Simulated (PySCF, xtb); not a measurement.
Te(Br)(GeH3) (BrGeH3Te), SMILES [GeH3][Te]Br.

Harmonic wavenumbers (cm⁻¹) from GFN2-xTB (xtb) at its own minimum, in rising order: 57, 61, 251, 260, 436, 452, 774, 840, 867, 1940, 2029, 2056.

Problem. What does B3LYP-D3(BJ)/def2-SVP run with PySCF give at its own minimum? (The exact figures need the calculation; the answer reports its results.)

Solution. 65, 98, 226, 244, 490, 505, 791, 861, 878, 2122, 2146, 2150. Paired by order, the mean absolute difference is 53 cm⁻¹ and the zero-point energies are 14.3 and 15.1 kcal/mol.
